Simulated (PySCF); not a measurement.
## Two-dimensional NMR puzzle

Compound of formula C2H10OSi3. Correlations simulated from computed shifts and the bond graph:

HSQC (one-bond C–H):
```csv
δH,δC
7.50,162.6
7.22,150.1
```

COSY cross peaks (H two or three bonds apart, from the bond graph; peaks can be absent where the dihedral angle is near 90°):
```csv
δH,δH
7.50,7.22
7.50,5.45
7.22,4.08
```

HMBC (two and three bonds, from the bond graph; two-bond peaks within aromatic rings are usually weak or absent):
```csv
δH,δC
7.50,150.1
7.22,162.6
5.45,"162.6, 150.1"
4.08,"162.6, 150.1"
```

[PySCF: GFN2-xTB geometry; NMR shieldings at PBE0/pcSseg-1/GIAO; no solvent model; no relativistic terms; equivalent nuclei averaged; a single conformation]

Chemical shifts δ = σref − σ; TMS for 1H and 13C, all at this level.

Exchangeable hydrogens are left out of these lists.

**Question.** Assemble the structure.

**Answer.** SMILES [SiH3]/C=C\[SiH2]O[SiH3].

Atom-mapped SMILES (the numbers label the heavy atoms): `[SiH3:1]/[CH:2]=[CH:3]\[SiH2:4][O:5][SiH3:6]` (H(Xn): hydrogen on atom n).

1. δC 162.6 is C3, an alkene CH (δH 7.50).
2. δC 150.1 is C2, an alkene CH (δH 7.22).
3. COSY links 7.50–7.22, 7.50–5.45, 7.22–4.08.

The data come from this structure; uniqueness wasn't tested.

Shifts are as computed. Against solution values, carbons near 30 ppm lie about +3 ppm off and those near 130 ppm about +5 ppm (rms about the fit 2.1 ppm; single classes can miss by 10 ppm). Of 1328 compounds with measured shifts, 309 miss one by over three times the rms of a fit or turn the order of signals round; such compounds aren't used in these exercises. Signals without a measured value on file couldn't be tested in this way; 1H shifts scatter by 0.2 ppm about their fit, and single ones miss by 0.5 ppm.
